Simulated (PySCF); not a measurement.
# Electron correlation in Ta⁵⁶⁺ (tantalum, charge +56)

[Ne] 3s2 3p5, 2P determinant. Computed with PySCF 2.14 in an even-tempered Gaussian basis (17 s from 14 bohr⁻², ratio 2.5; 12 p from 18 bohr⁻², ratio 2.5; 4 d from 76 bohr⁻², ratio 2.7; 4 f from 110 bohr⁻², ratio 2.7), with the spin-free X2C one-electron Hamiltonian (Gaussian nucleus). Frozen: 1s2; 15 electrons correlated; the 20 highest virtual orbitals of each spin left out.

```json
{"level": "CCSD", "correlation energy (mhartree)": "-662.67"}
{"level": "(T)", "correlation energy (mhartree)": "-0.69"}
{"level": "CCSD(T)", "correlation energy (mhartree)": "-663.36"}
```

Diagnostics: T1 = 0.00028, D1 = 0.0013, largest double amplitude 0.015.

Is a single reference adequate?

Yes, within this model without spin-orbit coupling: T1 lies below 0.03 and no double amplitude reaches 0.07.

At this charge the one-electron X2C treatment keeps the bare 1/r₁₂, with no two-electron picture change or Breit term. The effect here is smaller than on the frozen 1s shell; and a scalar Hamiltonian misses the large spin-orbit splitting of the p shells, which matters for ns² → np² pairs.
